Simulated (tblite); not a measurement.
C₇H₁₂O (charge +1 and doublet state).
SMILES with atom numbers: `[CH3:1][CH:2]1[CH2:3][CH2:4][C:5](=[O+:6])[CH2:7][CH2:8]1` (hydrogens: H9, H10, H11 on C1; H12 on C2; H13, H14 on C3; H15, H16 on C4; H17, H18 on C7; H19, H20 on C8)
Bond orders are those of one Lewis drawing.

Computed with GFN2-xTB (tblite), gas phase: L-BFGS steps from a force-field or distance-geometry start until the largest atomic force falls under 0.01 eV/Å.

Step 1: E = -671.7201 eV
```
atom  x, y, z in Å  |  force x, y, z in eV/Å
C1      2.3174    0.2856    0.0903    0.114  -0.007   0.080
C2      0.8431    0.3120   -0.2738    0.226   0.176  -0.151
C3      0.0077    0.9427    0.8596   -0.128  -0.325   0.020
C4     -1.4676    0.9822    0.5391    0.234   0.121  -0.095
C5     -2.0185   -0.4185    0.1678    4.112   2.064  -2.141
O6     -2.9819   -0.8421    0.5718   -4.528  -2.048   2.021
C7     -1.1460   -1.1368   -0.8966    0.261   0.078  -0.075
C8      0.3189   -1.1145   -0.5311   -0.185   0.069   0.248
H9      2.9088   -0.1506   -0.7184   -0.063   0.128   0.136
H10     2.4955   -0.2962    0.9983   -0.055   0.084  -0.157
H11     2.6813    1.3008    0.2603    0.035  -0.148  -0.068
H12     0.7025    0.9038   -1.1813    0.029   0.049  -0.063
H13     0.3538    1.9740    1.0463   -0.011  -0.265  -0.240
H14     0.1688    0.3913    1.7903    0.019  -0.006   0.009
H15    -2.0457    1.3337    1.4004   -0.010  -0.197  -0.016
H16    -1.6856    1.6586   -0.2989    0.090  -0.263  -0.032
H17    -1.3324   -0.6426   -1.8601    0.015   0.080   0.229
H18    -1.5145   -2.1679   -0.9631   -0.045   0.156   0.124
H19     0.4883   -1.7392    0.3499    0.033  -0.012   0.012
H20     0.9008   -1.5655   -1.3539   -0.143   0.265   0.159
```

Step 2: E = -671.8521 eV
```
atom  x, y, z in Å  |  force x, y, z in eV/Å
C1      2.3174    0.2855    0.0909    0.103   0.004   0.048
C2      0.8470    0.3135   -0.2745    0.079   0.129  -0.134
C3      0.0054    0.9399    0.8594    0.102  -0.212   0.040
C4     -1.4645    0.9826    0.5403    0.009   0.020  -0.194
C5     -1.9967   -0.4062    0.1542   -0.862  -0.186   0.037
O6     -3.0079   -0.8542    0.5840    0.501   0.194  -0.140
C7     -1.1428   -1.1370   -0.8966    0.015   0.139  -0.006
C8      0.3162   -1.1141   -0.5286    0.057   0.086   0.156
H9      2.9083   -0.1495   -0.7172   -0.028   0.112   0.099
H10     2.4950   -0.2953    0.9967   -0.042   0.045  -0.091
H11     2.6816    1.2994    0.2597    0.060  -0.099  -0.059
H12     0.7026    0.9045   -1.1822    0.044   0.046  -0.057
H13     0.3539    1.9719    1.0443   -0.013  -0.277  -0.231
H14     0.1689    0.3912    1.7905    0.012  -0.027   0.020
H15    -2.0457    1.3319    1.3997   -0.017  -0.184  -0.003
H16    -1.6850    1.6571   -0.3002    0.108  -0.222  -0.003
H17    -1.3324   -0.6417   -1.8585    0.041   0.066   0.170
H18    -1.5149   -2.1662   -0.9620   -0.048   0.132   0.118
H19     0.4886   -1.7391    0.3497    0.024  -0.029   0.054
H20     0.8998   -1.5633   -1.3528   -0.145   0.264   0.175
```

Step 3: E = -671.8653 eV
```
atom  x, y, z in Å  |  force x, y, z in eV/Å
C1      2.3188    0.2856    0.0917    0.032   0.027   0.002
C2      0.8486    0.3154   -0.2764    0.064   0.056  -0.043
C3      0.0064    0.9367    0.8598    0.038  -0.173  -0.050
C4     -1.4639    0.9830    0.5379    0.001  -0.069  -0.073
C5     -2.0034   -0.4062    0.1521   -0.385  -0.023  -0.076
O6     -3.0066   -0.8541    0.5846    0.103   0.033   0.005
C7     -1.1421   -1.1352   -0.8967   -0.012   0.102   0.062
C8      0.3165   -1.1129   -0.5262    0.008   0.120   0.138
H9      2.9079   -0.1479   -0.7157    0.014   0.078   0.050
H10     2.4944   -0.2946    0.9953   -0.033   0.007  -0.029
H11     2.6825    1.2979    0.2589    0.082  -0.043  -0.042
H12     0.7032    0.9052   -1.1831    0.043   0.063  -0.078
H13     0.3537    1.9680    1.0409    0.001  -0.227  -0.205
H14     0.1691    0.3908    1.7907    0.019  -0.060   0.047
H15    -2.0459    1.3292    1.3996    0.005  -0.177  -0.035
H16    -1.6835    1.6540   -0.3004    0.095  -0.142  -0.077
H17    -1.3318   -0.6407   -1.8560    0.042   0.093   0.100
H18    -1.5156   -2.1642   -0.9603   -0.035   0.129   0.109
H19     0.4889   -1.7395    0.3504    0.025  -0.021   0.070
H20     0.8977   -1.5595   -1.3503   -0.106   0.227   0.127
```

Step 4: E = -671.8846 eV
```
atom  x, y, z in Å  |  force x, y, z in eV/Å
C1      2.3209    0.2866    0.0924   -0.032   0.044  -0.039
C2      0.8539    0.3194   -0.2795   -0.051  -0.037   0.028
C3      0.0077    0.9267    0.8581   -0.044  -0.093  -0.082
C4     -1.4623    0.9806    0.5341   -0.056  -0.178   0.007
C5     -2.0194   -0.4045    0.1445    0.375   0.164  -0.136
O6     -3.0069   -0.8553    0.5879   -0.472  -0.180   0.177
C7     -1.1409   -1.1302   -0.8943   -0.101   0.082   0.124
C8      0.3160   -1.1073   -0.5182   -0.052   0.100   0.088
H9      2.9079   -0.1433   -0.7123    0.095  -0.002  -0.059
H10     2.4925   -0.2935    0.9926   -0.014  -0.045   0.065
H11     2.6863    1.2947    0.2564    0.114   0.080   0.002
H12     0.7053    0.9084   -1.1871    0.050   0.044  -0.041
H13     0.3536    1.9557    1.0299    0.026  -0.092  -0.133
H14     0.1700    0.3882    1.7928    0.023  -0.091   0.022
H15    -2.0458    1.3197    1.3979    0.027  -0.128  -0.051
H16    -1.6786    1.6458   -0.3040    0.079  -0.026  -0.139
H17    -1.3298   -0.6361   -1.8500    0.051   0.120  -0.012
H18    -1.5176   -2.1571   -0.9545   -0.012   0.081   0.080
H19     0.4902   -1.7405    0.3535    0.018   0.027   0.080
H20     0.8918   -1.5473   -1.3433   -0.025   0.128   0.020
```

Question: Estimate the geometry and energy of step 5. (The exact step hangs on the optimiser's Hessian estimate; all steps are aligned on step 4, rigid shifts and turns removed.)

Answer: E = -671.8933 eV, largest force 0.474 eV/Å
```
atom  x, y, z in Å  |  force x, y, z in eV/Å
C1      2.3218    0.2878    0.0925   -0.030   0.039  -0.042
C2      0.8558    0.3213   -0.2812   -0.060  -0.059   0.047
C3      0.0079    0.9197    0.8564   -0.091  -0.029  -0.060
C4     -1.4625    0.9767    0.5315   -0.057  -0.166   0.020
C5     -2.0267   -0.4029    0.1401    0.399   0.099  -0.014
O6     -3.0103   -0.8569    0.5907   -0.436  -0.142   0.121
C7     -1.1420   -1.1259   -0.8912   -0.103   0.056   0.106
C8      0.3151   -1.1030   -0.5124   -0.087   0.045   0.033
H9      2.9095   -0.1408   -0.7114    0.108  -0.029  -0.083
H10     2.4913   -0.2935    0.9919   -0.008  -0.044   0.072
H11     2.6903    1.2942    0.2551    0.107   0.108   0.020
H12     0.7073    0.9107   -1.1897    0.046   0.023  -0.009
H13     0.3540    1.9474    1.0216    0.030  -0.017  -0.085
H14     0.1709    0.3854    1.7940    0.022  -0.096  -0.011
H15    -2.0454    1.3125    1.3962    0.025  -0.089  -0.048
H16    -1.6746    1.6406   -0.3080    0.069   0.005  -0.129
H17    -1.3278   -0.6316   -1.8466    0.054   0.115  -0.041
H18    -1.5189   -2.1520   -0.9500   -0.005   0.050   0.057
H19     0.4912   -1.7406    0.3564    0.009   0.062   0.074
H20     0.8882   -1.5385   -1.3390    0.007   0.069  -0.028
```

The energy changes by -0.0087 eV. The first-order estimate −F·Δx gives -0.0116 eV and the mean of the old and new forces, exact on a quadratic surface, -0.0087 eV. The step makes an angle of 62° with the force vector and moves no atom by more than 0.012 Å.

The cost below is that of the whole relaxation. The run took 0.15 s on one thread of an Arm Neoverse V1, shared host with 64 logical CPUs at a one-minute load of 15.
